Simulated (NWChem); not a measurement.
System: formamidinium (CH₅N₂ cation); SMILES C(=[NH2+])N

NWChem printed, in part:

```
             Northwest Computational Chemistry Package (NWChem) 7.3.0
             --------------------------------------------------------

                             Geometry "geometry" -> ""
                             -------------------------

 Output coordinates in angstroms (scale by  1.889725989 to convert to a.u.)

  No.       Tag          Charge          X              Y              Z
 ---- ---------------- ---------- -------------- -------------- --------------
    1 N                    7.0000    -1.17435800     0.00000000     0.18200600
    2 C                    6.0000     0.00000000     0.00000000    -0.41790200
    3 N                    7.0000     1.17435800     0.00000000     0.18200600
    4 H                    1.0000    -1.28570300     0.00000000     1.20189200
    5 H                    1.0000    -2.03267200     0.00000000    -0.37664900
    6 H                    1.0000     0.00000000     0.00000000    -1.52151400
    7 H                    1.0000     1.28570300     0.00000000     1.20189200
    8 H                    1.0000     2.03267200     0.00000000    -0.37664900

 Effective nuclear repulsion energy (a.u.)      78.9472414663

                              NWChem Property Module
                              ----------------------

                                 NWChem DFT Module
                                 -----------------

 Summary of "ao basis" -> "ao basis" (spherical)
 ------------------------------------------------------------------------------
       Tag                 Description            Shells   Functions and Types
 ---------------- ------------------------------  ------  ---------------------
 N                        aug-cc-pvdz                9       23   4s3p2d
 C                        aug-cc-pvdz                9       23   4s3p2d
 H                        aug-cc-pvdz                5        9   3s2p

            General Information
            -------------------
          SCF calculation type: DFT
          Wavefunction type:  closed shell.
          No. of atoms     :     8
          No. of electrons :    24
           Alpha electrons :    12
            Beta electrons :    12
          Charge           :     1
          Spin multiplicity:     1
          Use of symmetry is: off; symmetry adaption is: off
          Maximum number of iterations: 150
          AO basis - number of functions:   114
                     number of shells:    52
          Convergence on energy requested:  1.00D-06
          Convergence on density requested:  1.00D-05
          Convergence on gradient requested:  5.00D-04

              XC Information
              --------------
                         B3LYP Method XC Potential
                     Hartree-Fock (Exact) Exchange  0.200
                        Slater Exchange Functional  0.800 local
                    Becke 1988 Exchange Functional  0.720 non-local
              Lee-Yang-Parr Correlation Functional  0.810
                  VWN I RPA Correlation Functional  0.190 local

             Grid Information
             ----------------
          Grid used for XC integration:  medium
          Radial quadrature: Mura-Knowles
          Angular quadrature: Lebedev.
          Tag              B.-S. Rad. Rad. Pts. Rad. Cut. Ang. Pts.
          ---              ---------- --------- --------- ---------
          N                   0.65       49          13.0       434
          C                   0.70       49          12.0       434
          H                   0.35       45          15.0       434
          Grid pruning is: on
          Number of quadrature shells:   372
          Spatial weights used:  Erf1

      Superposition of Atomic Density Guess
      -------------------------------------

 Sum of atomic energies:        -148.76911811

 Renormalizing density from      25.00 to     24

      Non-variational initial energy
      ------------------------------

 Total energy =    -146.376166
 1-e energy   =    -341.572512
 2-e energy   =     116.249105
 HOMO         =      -0.722462
 LUMO         =      -0.356310

   convergence    iter        energy       DeltaE   RMS-Dens  Diis-err
 ---------------- ----- ----------------- --------- --------- ---------
 d= 0,ls=0.0,diis     1   -150.2839400262 -2.29D+02  1.40D-02  1.26D+00
 d= 0,ls=0.0,diis     2   -150.2443265992  3.96D-02  6.06D-03  1.51D+00
 d= 0,ls=0.0,diis     3   -150.4047199749 -1.60D-01  1.07D-03  3.19D-02
 d= 0,ls=0.0,diis     4   -150.4072231296 -2.50D-03  4.48D-04  7.67D-03
 d= 0,ls=0.0,diis     5   -150.4081567100 -9.34D-04  4.21D-05  1.40D-05
  Resetting Diis
 d= 0,ls=0.0,diis     6   -150.4081583824 -1.67D-06  4.55D-06  3.74D-07
 d= 0,ls=0.0,diis     7   -150.4081584251 -4.27D-08  1.63D-06  2.40D-08

         Total DFT energy =     -150.408158425122
      One electron energy =     -352.279988128137
           Coulomb energy =      143.750126479823
    Exchange-Corr. energy =      -20.825538243153
 Nuclear repulsion energy =       78.947241466345

 Numeric. integr. density =       24.000005758816

                       DFT Final Molecular Orbital Analysis
                       ------------------------------------

 Vector   10  Occ=2.000000D+00  E=-6.649681D-01
              MO Center= -9.9D-08,  1.7D-10, -3.9D-01, r^2= 2.2D+00
   Bfn.  Coefficient  Atom+Function         Bfn.  Coefficient  Atom+Function
  ----- ------------  ---------------      ----- ------------  ---------------
    30      0.377481  2 C  pz                88     -0.364072  6 H  s
    89     -0.350170  6 H  s                  7     -0.245468  1 N  pz
    53     -0.245468  3 N  pz                71     -0.224220  4 H  s
    98     -0.224220  7 H  s                 70     -0.219453  4 H  s
    97     -0.219453  7 H  s                 26      0.199826  2 C  s

 Vector   11  Occ=2.000000D+00  E=-6.414192D-01
              MO Center=  1.3D-07, -2.0D-11, -3.9D-02, r^2= 1.7D+00
   Bfn.  Coefficient  Atom+Function         Bfn.  Coefficient  Atom+Function
  ----- ------------  ---------------      ----- ------------  ---------------
    29      0.385219  2 C  py                 6      0.331424  1 N  py
    52      0.331424  3 N  py                 9      0.211234  1 N  py
    55      0.211234  3 N  py                32      0.136170  2 C  py

 Vector   12  Occ=2.000000D+00  E=-5.168793D-01
              MO Center= -1.0D-07, -2.4D-11,  1.7D-01, r^2= 2.2D+00
   Bfn.  Coefficient  Atom+Function         Bfn.  Coefficient  Atom+Function
  ----- ------------  ---------------      ----- ------------  ---------------
     6      0.450794  1 N  py                52     -0.450794  3 N  py
     9      0.303642  1 N  py                55     -0.303642  3 N  py
    37     -0.053651  2 C  d -2              12      0.046799  1 N  py
    58     -0.046799  3 N  py

 Vector   13  Occ=0.000000D+00  E=-2.427342D-01
              MO Center= -2.8D-08, -3.2D-10, -2.0D-01, r^2= 2.1D+00
   Bfn.  Coefficient  Atom+Function         Bfn.  Coefficient  Atom+Function
  ----- ------------  ---------------      ----- ------------  ---------------
    29      0.559401  2 C  py                32      0.477612  2 C  py
     6     -0.301734  1 N  py                52     -0.301734  3 N  py
     9     -0.264904  1 N  py                55     -0.264904  3 N  py
    35      0.226742  2 C  py                12     -0.180237  1 N  py
    58     -0.180237  3 N  py                95      0.064040  6 H  py

 Vector   14  Occ=0.000000D+00  E=-1.865645D-01
              MO Center=  4.2D-07, -4.7D-10,  2.4D-01, r^2= 8.6D+00
   Bfn.  Coefficient  Atom+Function         Bfn.  Coefficient  Atom+Function
  ----- ------------  ---------------      ----- ------------  ---------------
     3      0.362858  1 N  s                 49      0.362858  3 N  s
    80     -0.226477  5 H  s                107     -0.226477  8 H  s
    72     -0.206900  4 H  s                 99     -0.206900  7 H  s
    81     -0.192861  5 H  s                108     -0.192861  8 H  s
    90     -0.170012  6 H  s                 27      0.161996  2 C  s

 Vector   15  Occ=0.000000D+00  E=-1.610410D-01
              MO Center=  9.0D-08, -4.1D-11, -8.3D-02, r^2= 8.8D+00
   Bfn.  Coefficient  Atom+Function         Bfn.  Coefficient  Atom+Function
  ----- ------------  ---------------      ----- ------------  ---------------
    90     -0.447325  6 H  s                 72      0.418665  4 H  s
    99      0.418665  7 H  s                 89     -0.298349  6 H  s
    26      0.260467  2 C  s                 27      0.248396  2 C  s
    81     -0.226263  5 H  s                108     -0.226263  8 H  s
    71      0.204417  4 H  s                 98      0.204417  7 H  s

     Multipole analysis of the density
     ---------------------------------

     L   x y z        total         alpha         beta         nuclear
     -   - - -        -----         -----         ----         -------
     0   0 0 0      1.000000    -12.000000    -12.000000     25.000000

     1   1 0 0     -0.000000     -0.000000     -0.000000      0.000000
     1   0 1 0     -0.000000     -0.000000     -0.000000      0.000000
     1   0 0 1      0.092703     -0.113939     -0.113939      0.320581

[...]

 DFT Linear Response polarizability / au
 Frequency  =       0.0773000 / au
 Wavelength =     589.4353558 / nm
              X              Y              Z
 -----------------------------------------------
 X      39.8897429      0.0000000      0.0000001
 Y       0.0000000     18.8513908      0.0000000
 Z       0.0000001      0.0000000     26.1041050
 -----------------------------------------------
 Eigenvalues =      39.8897429     18.8513908     26.1041050
 Isotropic   =      28.2817463
 Anisotropic =      18.5102395
 -----------------------------------------------

 Magnetic Dipole Response Matrix (nonzero elements):

 Exiting AOResponse driver routine
```

Level: B3LYP/aug-cc-pVDZ. Structure relaxed at the PBE-D3(BJ)/def2-SVP level.

Reconstruct the input file.

One answer among several that fit: the input that was run:
```
start job
memory heap 200 mb stack 900 mb global 1100 mb
charge 1
geometry units angstroms noautosym nocenter noautoz
  N     -1.174358     0.000000     0.182006
  C      0.000000     0.000000    -0.417902
  N      1.174358     0.000000     0.182006
  H     -1.285703     0.000000     1.201892
  H     -2.032672     0.000000    -0.376649
  H      0.000000     0.000000    -1.521514
  H      1.285703     0.000000     1.201892
  H      2.032672     0.000000    -0.376649
end
basis spherical
  * library aug-cc-pvdz
end
dft
  xc b3lyp
  iterations 150
end
property
  response 1 0.0773
end
task dft property
```
